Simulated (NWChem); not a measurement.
Program: NWChem. System: Ga, charge 0, spin multiplicity 2. Its SCF solution wasn't tested for a lower state. Level: B3LYP/x2c-SVPall-2c, spin-orbit ZORA, VWN1-RPA local correlation.

Input file:

```
start mol
memory heap 200 mb stack 900 mb global 1100 mb
geometry units angstroms nocenter noautoz noautosym
  Ga     0.000000     0.000000     0.000000
end
basis spherical
  * library x2c-svpall-2c
end
relativistic
  zora on
end
dft
  xc b3lyp
  odft
  mult 2
  semidirect memsize 60000000 filesize 0
  iterations 100
  grid fine
end
task sodft energy
```

Part of the output:

```
             Northwest Computational Chemistry Package (NWChem) 7.3.0
             --------------------------------------------------------

                                NWChem Input Module
                                -------------------

 Scaling coordinates for geometry "geometry" by  1.889725989
 (inverse scale =  0.529177249)

                             Geometry "geometry" -> ""
                             -------------------------

 Output coordinates in angstroms (scale by  1.889725989 to convert to a.u.)

  No.       Tag          Charge          X              Y              Z
 ---- ---------------- ---------- -------------- -------------- --------------
    1 Ga                  31.0000     0.00000000     0.00000000     0.00000000

 Effective nuclear repulsion energy (a.u.)       0.0000000000

            Nuclear Dipole moment (a.u.)
            ----------------------------
        X                 Y               Z
 ---------------- ---------------- ----------------
     0.0000000000     0.0000000000     0.0000000000


 Summary of "ao basis" -> "" (spherical)
 ------------------------------------------------------------------------------
       Tag                 Description            Shells   Functions and Types
 ---------------- ------------------------------  ------  ---------------------
 *                       x2c-svpall-2c                on all atoms

                                 NWChem DFT Module
                                 -----------------

 Summary of "ao basis" -> "ao basis" (spherical)
 ------------------------------------------------------------------------------
       Tag                 Description            Shells   Functions and Types
 ---------------- ------------------------------  ------  ---------------------
 Ga                      x2c-svpall-2c              14       38   5s6p3d

 Summary of "ao basis" -> "ao basis" (spherical)
 ------------------------------------------------------------------------------
       Tag                 Description            Shells   Functions and Types
 ---------------- ------------------------------  ------  ---------------------
 Ga                      x2c-svpall-2c              14       38   5s6p3d

            General Information
            -------------------
          SCF calculation type: DFT
          Wavefunction type:  spin polarized.
          No. of atoms     :     1
          No. of electrons :    31
           Alpha electrons :    16
            Beta electrons :    15
          Charge           :     0
          Spin multiplicity:     2
          Use of symmetry is: off; symmetry adaption is: off
          Maximum number of iterations: 100
          AO basis - number of functions:    38
                     number of shells:    14
          Convergence on energy requested:  1.00D-06
          Convergence on density requested:  1.00D-05
          Convergence on gradient requested:  5.00D-04

              XC Information
              --------------
                         B3LYP Method XC Potential
                     Hartree-Fock (Exact) Exchange  0.200
                        Slater Exchange Functional  0.800 local
                    Becke 1988 Exchange Functional  0.720 non-local
              Lee-Yang-Parr Correlation Functional  0.810
                  VWN I RPA Correlation Functional  0.190 local

             Grid Information
             ----------------
          Grid used for XC integration:  fine
          Radial quadrature: Mura-Knowles
          Angular quadrature: Lebedev.
          Tag              B.-S. Rad. Rad. Pts. Rad. Cut. Ang. Pts.
          ---              ---------- --------- --------- ---------
          Ga                  1.30      140           7.0       974
          Grid pruning is: on
          Number of quadrature shells:   140
          Spatial weights used:  Erf1

          Convergence Information
          -----------------------
          Convergence aids based upon iterative change in
          total energy or number of iterations.
          Levelshifting, if invoked, occurs when the
          HOMO/LUMO gap drops below (HL_TOL):  1.00D-02
          DIIS, if invoked, will attempt to extrapolate
          using up to (NFOCK): 10 stored Fock matrices.

                    Damping( 0%)  Levelshifting(0.5)       DIIS
                  --------------- ------------------- ---------------
          dE  on:    start            ASAP                start
          dE off:    2 iters        100 iters           100 iters

      Screening Tolerance Information
      -------------------------------
          Density screening/tol_rho:  1.00D-10
          AO Gaussian exp screening on grid/accAOfunc:  14
          CD Gaussian exp screening on grid/accCDfunc:  20
          XC Gaussian exp screening on grid/accXCfunc:  20
          Schwarz screening/accCoul:  1.00D-10

 Performing spin-orbit DFT (SO-DFT) calculations
 -----------------------------------------------

          Performing ZORA calculations
          ----------------------------

      Superposition of Atomic Density Guess
      -------------------------------------

 Sum of atomic energies:       -1915.90363275

       Generating atomic ZORA corrections
       ----------------------------------

      Superposition of Atomic Density Guess
      -------------------------------------

 Sum of atomic energies:       -1915.90363275

      Non-variational initial energy
      ------------------------------

 Total energy =   -1915.790576
 1-e energy   =   -2679.623342
 2-e energy   =     763.832765
 HOMO         =       0.001161
[...]
     calls:        1         0         0         0         0
   data(b): 5.24e+05  0.00e+00  0.00e+00  0.00e+00
   time(s): 0.00e+00  0.00e+00  0.00e+00  0.00e+00  0.00e+00
rate(mb/s): 0.00e+00  0.00e+00
------------------------------------------------------------

   convergence    iter        energy       DeltaE   RMS-Dens  Diis-err    time
 ---------------- ----- ----------------- --------- --------- ---------  ------
 d= 0,ls=0.0,diis     1  -1952.0661177644 -1.95D+03  5.99D-02  9.87D+01     1.0
                                                     5.96D-02  9.87D+01
 d= 0,ls=0.0,diis     2  -1952.2523980908 -1.86D-01  1.88D-03  8.81D-02     1.1
                                                     2.20D-03  8.81D-02
 d= 0,ls=0.0,diis     3  -1952.2527789626 -3.81D-04  8.09D-04  5.33D-03     1.1
                                                     7.09D-04  5.33D-03
 d= 0,ls=0.0,diis     4  -1952.2528751449 -9.62D-05  3.43D-04  5.00D-03     1.2
                                                     3.48D-04  5.00D-03
 d= 0,ls=0.0,diis     5  -1952.2532655216 -3.90D-04  1.95D-04  5.54D-06     1.3
                                                     7.33D-05  5.54D-06
 d= 0,ls=0.0,diis     6  -1952.2533581645 -9.26D-05  6.18D-04  4.45D-06     1.3
                                                     1.91D-04  4.45D-06
 d= 0,ls=0.0,diis     7  -1952.2535396849 -1.82D-04  1.46D-03  3.30D-06     1.4
                                                     4.33D-04  3.30D-06
 d= 0,ls=0.0,diis     8  -1952.2537371492 -1.97D-04  1.59D-04  2.21D-06     1.5
                                                     4.37D-05  2.21D-06
 d= 0,ls=0.0,diis     9  -1952.2537505143 -1.34D-05  1.89D-03  1.01D-06     1.6
                                                     4.94D-04  1.01D-06
 d= 0,ls=0.0,diis    10  -1952.2538381182 -8.76D-05  2.26D-04  2.69D-06     1.6
                                                     4.04D-05  2.69D-06
 d= 0,ls=0.0,diis    11  -1952.2538453221 -7.20D-06  1.66D-03  1.61D-06     1.7
                                                     2.33D-04  1.61D-06
 d= 0,ls=0.0,diis    12  -1952.2538776366 -3.23D-05  5.46D-04  1.60D-07     1.8
                                                     5.07D-05  1.60D-07
 d= 0,ls=0.0,diis    13  -1952.2538844491 -6.81D-06  2.97D-03  1.23D-07     1.8
                                                     2.65D-04  1.23D-07
 d= 0,ls=0.0,diis    14  -1952.2539081031 -2.37D-05  2.20D-04  3.99D-08     1.9
                                                     1.35D-04  3.99D-08
 d= 0,ls=0.0,diis    15  -1952.2539095275 -1.42D-06  8.70D-04  3.56D-08     2.0
                                                     8.61D-05  3.56D-08
 d= 0,ls=0.0,diis    16  -1952.2539113647 -1.84D-06  1.48D-04  5.63D-08     2.1
                                                     2.36D-05  5.63D-08
 d= 0,ls=0.0,diis    17  -1952.2539116995 -3.35D-07  2.79D-04  3.94D-08     2.1
                                                     2.42D-05  3.94D-08
 d= 0,ls=0.0,diis    18  -1952.2539112009  4.99D-07  1.59D-03  6.29D-08     2.2
                                                     1.22D-04  6.29D-08
 d= 0,ls=0.0,diis    19  -1952.2539132233 -2.02D-06  6.94D-04  2.29D-08     2.3
                                                     5.27D-05  2.29D-08
 d= 0,ls=0.0,diis    20  -1952.2539135712 -3.48D-07  6.87D-04  1.87D-08     2.3
                                                     5.22D-05  1.87D-08
 d= 0,ls=0.0,diis    21  -1952.2539132173  3.54D-07  3.45D-04  3.30D-08     2.4
                                                     2.70D-05  3.30D-08
 d= 0,ls=0.0,diis    22  -1952.2539129226  2.95D-07  2.91D-04  5.21D-08     2.5
                                                     2.59D-05  5.21D-08
 d= 0,ls=0.0,diis    23  -1952.2539132060 -2.83D-07  5.78D-04  4.10D-09     2.6
                                                     4.43D-05  4.10D-09
 d= 0,ls=0.0,diis    24  -1952.2539135315 -3.26D-07  8.98D-04  5.83D-10     2.6
                                                     6.74D-05  5.83D-10
 d= 0,ls=0.0,diis    25  -1952.2539136723 -1.41D-07  1.75D-04  1.53D-09     2.7
                                                     1.34D-05  1.53D-09
 d= 0,ls=0.0,diis    26  -1952.2539136795 -7.11D-09  1.36D-05  3.46D-13     2.8
                                                     1.05D-06  3.46D-13
 d= 0,ls=0.0,diis    27  -1952.2539136796 -1.33D-10  1.11D-05  7.84D-12     2.9
                                                     8.48D-07  7.84D-12
  Singularity in Pulay matrix. Error and Fock matrices removed.
  Singularity in Pulay matrix. Error and Fock matrices removed.
 d= 0,ls=0.0,diis    28  -1952.2539136796 -5.16D-11  2.09D-06  7.15D-14     2.9
                                                     1.57D-07  7.15D-14
  zoraso: enough mem for repl

      Total SO-DFT energy =    -1952.253913679647
      One electron energy =    -2716.135122300754
           Coulomb energy =      840.011929262639
    Exchange-Corr. energy =      -76.130720641531
 Nuclear repulsion energy =        0.000000000000

       Scaling correction =       10.578248138593

 Numeric. integr. density =       30.999999995089

     Total iterative time =      2.3s

                       DFT Final Molecular Orbital Analysis
                       ------------------------------------

 Vector   29  Occ=1.000000D+00  E=-3.625921D-01
              MO Center=  8.7D-15, -5.6D-15, -3.7D-13, r^2= 1.8D+00
  Bfn.         Coefficient        Function           Bfn.         Coefficient        Function
  ----     -------------------  ------------         ----     -------------------  ------------
     4    -0.852487   0.000000  1 Ga s                  3     0.483618  -0.000000  1 Ga s
     5    -0.276753  -0.000000  1 Ga s                  2    -0.104596   0.000000  1 Ga s
     1     0.037415  -0.000000  1 Ga s

 Vector   30  Occ=1.000000D+00  E=-3.397561D-01
              MO Center= -8.0D-18,  1.4D-17, -9.8D-17, r^2= 1.7D-05
  Bfn.         Coefficient        Function           Bfn.         Coefficient        Function
  ----     -------------------  ------------         ----     -------------------  ------------
    42    -0.428740   0.740231  1 Ga s                 41     0.242619  -0.418888  1 Ga s
    43    -0.137169   0.236826  1 Ga s                 40    -0.052440   0.090538  1 Ga s
    39     0.018764  -0.032396  1 Ga s

 Vector   31  Occ=1.000000D+00  E=-1.282457D-01
              MO Center=  1.8D-15, -3.6D-15, -6.0D-14, r^2= 1.6D+00
  Bfn.         Coefficient        Function           Bfn.         Coefficient        Function
  ----     -------------------  ------------         ----     -------------------  ------------
    18     0.391433  -0.260208  1 Ga px                19    -0.260208  -0.391433  1 Ga py
    15     0.253931  -0.168802  1 Ga px                16    -0.168802  -0.253931  1 Ga py
    58    -0.142859   0.094967  1 Ga pz                 9    -0.123738   0.082255  1 Ga px
    10     0.082255   0.123737  1 Ga py                55    -0.100834   0.067030  1 Ga pz
    49     0.043681  -0.029037  1 Ga pz                 6     0.034342  -0.022829  1 Ga px

 Vector   32  Occ=0.000000D+00  E=-7.491126D-02
              MO Center= -2.4D-15,  9.0D-15, -8.9D-14, r^2= 1.8D+00
  Bfn.         Coefficient        Function           Bfn.         Coefficient        Function
  ----     -------------------  ------------         ----     -------------------  ------------
    19    -0.276415   0.436785  1 Ga py                18     0.436785   0.276415  1 Ga px
    16    -0.149362   0.236018  1 Ga py                15     0.236018   0.149362  1 Ga px
    10     0.081190  -0.128294  1 Ga py                 9    -0.128294  -0.081190  1 Ga px
     7    -0.038700   0.061152  1 Ga py                 6     0.061152   0.038700  1 Ga px

 Vector   33  Occ=0.000000D+00  E=-7.107824D-02
              MO Center=  4.8D-15,  6.6D-15,  1.9D-14, r^2= 3.6D+00
  Bfn.         Coefficient        Function           Bfn.         Coefficient        Function
  ----     -------------------  ------------         ----     -------------------  ------------
    20    -0.720770  -0.000180  1 Ga pz                17    -0.404374  -0.000101  1 Ga pz
    11     0.211589   0.000053  1 Ga pz                 8    -0.082630  -0.000021  1 Ga pz
    57     0.000007  -0.029150  1 Ga py                56    -0.029150  -0.000007  1 Ga px

 Vector   34  Occ=0.000000D+00  E=-6.673784D-02
              MO Center=  5.3D-16, -6.4D-16, -6.0D-15, r^2= 1.2D-01
  Bfn.         Coefficient        Function           Bfn.         Coefficient        Function
  ----     -------------------  ------------         ----     -------------------  ------------
    58     0.666162  -0.235283  1 Ga pz                55     0.359434  -0.126950  1 Ga pz
    49    -0.191957   0.067798  1 Ga pz                19    -0.045652  -0.129256  1 Ga py
    18     0.129256  -0.045652  1 Ga px                46     0.082904  -0.029281  1 Ga pz
    16    -0.022374  -0.063347  1 Ga py                15     0.063347  -0.022374  1 Ga px
    10     0.013521   0.038281  1 Ga py                 9    -0.038281   0.013521  1 Ga px

   alpha - beta orbital overlaps
   -----------------------------

   alpha      1      2      3      4      5      6      7      8      9     10
    beta      1      2      3      4      4      6      7      8      9     10
 overlap   1.131  1.347  1.419  0.730  0.236  0.604  0.604  0.604  1.125  1.125

   alpha     11     12     13     14     15     16     17     18     19     20
    beta     11      6      7      8      9     10     11      9     10     11
 overlap   1.125  0.215  0.215  0.215  0.022  0.022  0.021  0.003  0.003  0.004

   alpha     21     22     23     24     25     26     27     28     29     30
    beta      9     10     11     24     25     26     27     28     24     25
 overlap   0.013  0.013  0.012  0.702  0.701  0.701  0.701  0.702  0.243  0.243

   alpha     31     32     33     34     35     36     37     38
    beta     26     27     28     24     25     26     27     28
 overlap   0.243  0.243  0.243  0.044  0.043  0.042  0.043  0.044

     --------------------------
     Expectation value of S2:
     --------------------------
      <S2> =      0.7516 (Exact =     0.7500)

 Task  times  cpu:        3.0s     wall:        3.0s

 Total times  cpu:        3.0s     wall:        3.0s
```
